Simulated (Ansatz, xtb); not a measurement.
## Two conformers of Ge2H4O

Structure a: `[GeH][O][GeH3]`, a singlet. Structure b: `[GeH][O][GeH3]`, a singlet. Both are isolated molecules in the gas phase, relaxed with B3LYP/6-31G*.

a (Å):

```yaml
atoms:
  - { symbol: Ge, position_ang: [-2.5649, 0.6802, 1.2887] }
  - { symbol: Ge, position_ang: [0.0688, 0.4119, -0.6608] }
  - { symbol: O, position_ang: [-1.6990, 0.4469, -0.2731] }
  - { symbol: H, position_ang: [-1.2393, 0.8465, 2.2363] }
  - { symbol: H, position_ang: [0.3378, 1.5449, -1.6797] }
  - { symbol: H, position_ang: [0.8792, 0.6229, 0.6415] }
  - { symbol: H, position_ang: [0.3721, -0.9673, -1.2935] }
```

b (Å):

```xyz
7

Ge   -1.6484    2.5496    0.5303
Ge   -0.0890   -0.1286   -0.3895
O    -0.6838    1.5674   -0.6344
H    -1.7381    1.4193    1.7157
H    -1.3033   -1.0654   -0.1797
H     0.8467   -0.1639    0.8430
H     0.6804   -0.5029   -1.6770
```

Question: Estimate E(b) − E(a) at the level CCSD(T)/def2-TZVP.

Answer: Too close to call at this level: CCSD(T)/def2-TZVP gives E(b) − E(a) = −0.06 kcal/mol.

Level by level:

| level | geometry | E(b) − E(a) (kcal/mol) | departure from the last row (kcal/mol) | job, with rough time for the two |
| --- | --- | --- | --- | --- |
| B3LYP/6-31G* | B3LYP/6-31G* | +0.05 | +0.12 | optimisation, 2.2 min |
| HF/def2-TZVP | B3LYP/6-31G* | 0.00 | +0.07 | part of the CCSD(T) run |
| MP2/def2-TZVP | B3LYP/6-31G* | −0.06 | 0.00 | part of the CCSD(T) run |
| CCSD(T)/def2-TZVP | B3LYP/6-31G* | −0.06 |  | single point, 2.9 min |

The largest departure from CCSD(T)/def2-TZVP is that of B3LYP/6-31G*, 0.12 kcal/mol. Levels run at GFN2-xTB geometries aren't shown.

With harmonic frequencies from B3LYP/6-31G* (ideal gas, rigid rotor, one conformer each, 298.15 K, 1 atm): on the last row, ΔE + ΔZPE = −0.10 kcal/mol. A mode under 50 cm⁻¹ makes harmonic enthalpies and free energies unreliable, so none is given.

The correlated steps freeze 19 core orbitals; the filled d shell of Ge is correlated, in a basis made for valence electrons. Codes used: Ansatz 0.2.0; the last row on 1 thread of Intel(R) Xeon(R) Processor @ 2.70GHz on a shared host.
